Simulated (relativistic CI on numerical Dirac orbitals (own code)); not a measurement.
Computed by Dirac-Coulomb-Breit CI, KLI orbitals optimised for each configuration, QED by a radiative potential, unscaled Slater integrals (own radial code, finite nucleus).

CI space: 1s2, 1s 2s, 1s 2p, 1s 3s, 1s 3p, 1s 3d, 1s 4s, 1s 4p, 1s 4d, 1s 4f, 1s 5s, 1s 5p, 1s 5d, 1s 5f, 1s 5g, 1s 6s, 1s 6p, 1s 6d, 2s2. Levels of other configurations are missing.

At this charge energies of transitions that change n are usually good to better than 1 %, and those within a shell (Δn = 0) to a few per cent.

Outline of the computed level scheme of Hf LXXI. Lowest level of each configuration: 1s2 1S_0 at 0.0 eV; 1s 2s 3S_1 at 55578.6 eV; 1s 2p 3P°_1 at 55690.0 eV; 1s 3s 3S_1 at 66309.3 eV; 1s 3p 3P°_1 at 66339.1 eV; 1s 3d 3D_2 at 66763.0 eV; 1s 4s 3S_1 at 69992.0 eV; 1s 4p 3P°_1 at 70004.0 eV; 1s 4d 3D_2 at 70181.7 eV.

Some strong electric-dipole decays among the lowest 27 levels: 1s 2p 1P°_1 → 1s2 1S_0 (2.0e+16 s⁻¹); 1s 2p 3P°_1 → 1s2 1S_0 (1.1e+16 s⁻¹); 1s 3p 1P°_1 → 1s2 1S_0 (5.7e+15 s⁻¹); 1s 3p 3P°_1 → 1s2 1S_0 (2.7e+15 s⁻¹); 1s 4p 1P°_1 → 1s2 1S_0 (2.4e+15 s⁻¹); 1s 3d 3D_3 → 1s 2p 3P°_2 (1.6e+15 s⁻¹); 1s 3d 3D_2 → 1s 2p 3P°_1 (1.5e+15 s⁻¹); 1s 3d 1D_2 → 1s 2p 1P°_1 (1.5e+15 s⁻¹).

LS names give the leading component of a level, which can be under half, so a name can repeat, a term be missing and a line seem to break the LS rules.
